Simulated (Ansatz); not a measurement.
Cost and result for the atomization energy of C3H5NSSi (`C#CN1CS[SiH2]1`) (11 atoms, 11 bonds).

```xyz
11

C    -0.740    2.475    0.414
C    -0.396    1.338    0.218
N    -0.019    0.083    0.004
C    -0.650   -1.051    0.677
S     0.322   -2.445   -0.041
Si    1.173   -0.724   -0.968
H    -1.040    3.480    0.585
H    -1.707   -1.149    0.423
H    -0.523   -1.014    1.761
H     0.996   -0.589   -2.436
H     2.585   -0.406   -0.637
```

Charge 0, multiplicity 1. Geometry: relaxed with PBE0-D4/def2-TZVP. Program: Ansatz. All runs use 4 threads of an Arm Neoverse V1 on a shared host. Times are those of one run each, without the atoms' runs, and a repeat can differ threefold. Electronic energies, without spin–orbit coupling; frozen cores. CCSD(T)/CBS adds CCSD(T) − MP2 in def2-TZVPP to the MP2 limit, and its time is that of the two runs behind it. T1 = 0.012. B3LYP takes the VWN-RPA correlation (the form of Gaussian; ORCA's B3LYP/G).

CCSD(T)/CBS is a level of theory with its own doubt, some kJ/mol a heavy atom from the limit and from the frozen cores, so smaller differences don't rank the functionals.

| level | functions | wall time | atomization (kJ/mol) | difference from CCSD(T)/CBS | per bond |
| --- | --- | --- | --- | --- | --- |
| LDA (SPW92)/def2-TZVPP | 278 | 1.7 s | 4999.5 | 715.6 | 65.1 |
| PBE0-D4/def2-TZVPP | 278 | 4.4 s | 4336.5 | 52.6 | 4.8 |
| r2SCAN-D4/def2-TZVPP (with forces) | 278 | 7 s | 4304.2 | 20.3 | 1.8 |
| B3LYP-D4/def2-TZVPP (with forces) | 278 | 7 s | 4297.3 | 13.4 | 1.2 |
| r2SCANh-D4/def2-TZVPP | 278 | 7.5 s | 4271.3 | -12.6 | -1.1 |
| CCSD(T)/def2-SVP | 117 | 8 s | 4006.3 | -277.6 | -25.2 |
| B2PLYP/def2-TZVPP | 278 | 8.5 s | 4247.1 | -36.8 | -3.3 |
| PBE-QIDH/def2-TZVPP | 278 | 8.5 s | 4283.7 | -0.2 | 0.0 |
| B97M-V/def2-TZVPP | 278 | 14 s | 4312.3 | 28.4 | 2.6 |
| ωB97M-V/def2-TZVPP (with forces) | 278 | 16 s | 4318.8 | 34.9 | 3.2 |
| MP2/def2-QZVPP | 518 | 32 s | 4344.1 | 60.2 | 5.5 |
| CCSD(T)/def2-TZVPP | 278 | 4.2 min | 4147.4 | -136.5 | -12.4 |
| CCSD(T)/CBS(def2) | – | 4.8 min | 4283.9 | 0.0 | 0.0 |

From r2SCAN to r2SCAN0 (25 % exact exchange), in def2-TZVPP and without D4, the atomization energy moves by −81.6 kJ/mol: exact exchange takes away binding that semilocal exchange gives to molecules. At CCSD(T), def2-SVP lies −277.6 kJ/mol from the extrapolated value and def2-TZVPP −136.5 kJ/mol: correlation converges slowly with the basis, and small sets miss more of it in the bonded molecule than in its fragments. The D4 term adds +49.6 kJ/mol with B3LYP and +26.0 kJ/mol with PBE0; it sums over pairs of atoms, weighted by their polarisabilities, and B3LYP, whose exchange is more repulsive, gets the larger term.
